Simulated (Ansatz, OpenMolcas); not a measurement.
**OpenMolcas → Ansatz**

This OpenMolcas 26.06 job computes C2F4O (trifluoroacetyl fluoride):

mol.inp:
```
* C2F4O Kohn-Sham DFT
&GATEWAY
BASLIB=$CurrDir
COORD
7
angstrom
O        1.061180      -1.396170       0.701140
C        0.088980      -0.798110       0.435150
F       -1.136840      -1.201010       0.739860
C        0.018150       0.551850      -0.306440
F       -0.697880       0.418270      -1.418740
F       -0.564330       1.461580       0.468830
F        1.230750       0.963590      -0.619810
BASIS=cc-pVDZ
GROUP=NoSym
&SEWARD
GRIDINPUT
Grid=UltraFine
End of Grid
&SCF
KSDFT=2
1.0 MGGA_X_R2SCAN
1.0 MGGA_C_R2SCAN
THRESHOLDS=1e-10 1e-07 1e-07 1e-05
PRORBITALS=1 1
&ALASKA
```

```bash
$ export MOLCAS_MEM=1860
$ pymolcas mol.inp > mol.log
```

(Basis files named in the input come from the Basis Set Exchange and aren't shown.)

The coordinates come from a PBE0-D4/def2-TZVP relaxation.

It gives a total energy of -550.603682 Eh.

**Question.** Write the same calculation for Ansatz 0.2.0 as an input file of the program's own, asking for the energy.

**Answer.** This input was run:

molecule.yaml:
```yaml
crystal:
  periodic: [false, false, false]
  atoms:
    - {symbol: O, position_ang: [1.061180, -1.396170, 0.701140]}
    - {symbol: C, position_ang: [0.088980, -0.798110, 0.435150]}
    - {symbol: F, position_ang: [-1.136840, -1.201010, 0.739860]}
    - {symbol: C, position_ang: [0.018150, 0.551850, -0.306440]}
    - {symbol: F, position_ang: [-0.697880, 0.418270, -1.418740]}
    - {symbol: F, position_ang: [-0.564330, 1.461580, 0.468830]}
    - {symbol: F, position_ang: [1.230750, 0.963590, -0.619810]}
basis:
  gaussian: {orbitals: cc-pVDZ}
hamiltonian: {xc: r2scan}
accuracy: high
output: {orbitals: {seedname: orbitals}}
```

```bash
$ ansatz run molecule.yaml --threads 1 --pin off --max-ram 3480MiB --events-out events.jsonl --progress --plain --runs-dir runs
```

Its energy is -550.603687 Eh, 0.005 mEh from the first.
